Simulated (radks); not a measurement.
Dipole-allowed excitations along the series with 46 electrons in [Kr] 4d10. All-electron calculation, scalar-relativistic Kohn-Sham, LB94 model potential, spin-unpolarised, spherical densities, finite nucleus; Fermi nuclear charge, rms radius of each element as measured or else 0.836 A^(1/3) + 0.57 fm. Program: a radial shooting solver on a logarithmic mesh with Libxc functionals. Time-dependent linear response with the Hartree and adiabatic LDA kernel, continuum included through the Sternheimer equations, no spin-orbit coupling, so fine structure and intercombination lines are absent. Lines are the poles of the dipole polarisability below minus the highest occupied eigenvalue, found on a grid refined at the orbital gaps; the lowest seven at most are given, and weak or close lines can be missed. The first line takes the name of the lowest orbital gap if no other gap lies below it; otherwise a line is named after a gap within 0.6 % of it, if that gap stands alone.

\begin{tabular}{lrrrrr}
species & -e(HOMO) (eV) & lowest orbital gap (eV) & first line (eV) & f & static alpha (bohr^3) \\ \hline
Dy20+ & 666.13 & 4d-4f 158.25 & 195.88 (4d-4f) & 6.38 & 0.1606 \\
Ho21+ & 718.30 & 4d-4f 164.06 & 202.76 (4d-4f) & 6.15 & 0.1450 \\
Er22+ & 772.25 & 4d-4f 169.88 & 209.61 (4d-4f) & 5.94 & 0.1314 \\
\end{tabular}
